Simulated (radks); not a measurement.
Values are calculated unless marked as measured or tabulated.
Spherical quantum dot in the effective-mass picture: electrons in a parabolic well V = omega^2 r^2 / 2 with omega = 0.641, all in effective atomic units (hartree* = m*/eps^2 hartree, bohr* = eps/m* bohr), one dielectric constant everywhere. Level of theory: non-relativistic Kohn-Sham, LDA (Slater exchange, Perdew-Wang correlation), spin-polarised, spherical densities (a radial shooting solver with Libxc functionals). Levels are named by radial order and angular momentum (1s, 1p, 1d, 2s, ...), and open shells are averaged over m. Results are scaled to m* = 0.201 and eps = 16, for which hartree* = 21.37 meV and bohr* = 4.212 nm.

N = 11, configuration 1s2 1p6 1d(up 3, down 0). This is the lowest configuration that the search found. Occupied and some empty levels:

level    occupation  eigenvalue (meV)  <r> (nm)
1s up             1            108.31     8.370
1s down           1            109.08     8.225
1p up             3            115.31     10.35
1p down           3            116.31     10.30
1d up             3            123.40     11.78
1d down           0            124.48     11.78
2s up             0            125.59     10.23
2s down           0            126.26     10.31
1f up             0            132.38     12.94
1f down           0            133.44     12.99
2p up             0            135.32     11.66
2p down           0            136.01     11.70

Energy (meV): total 834.658, kinetic 120.93, external 320.63, Hartree 472.00, exchange-correlation -78.909.
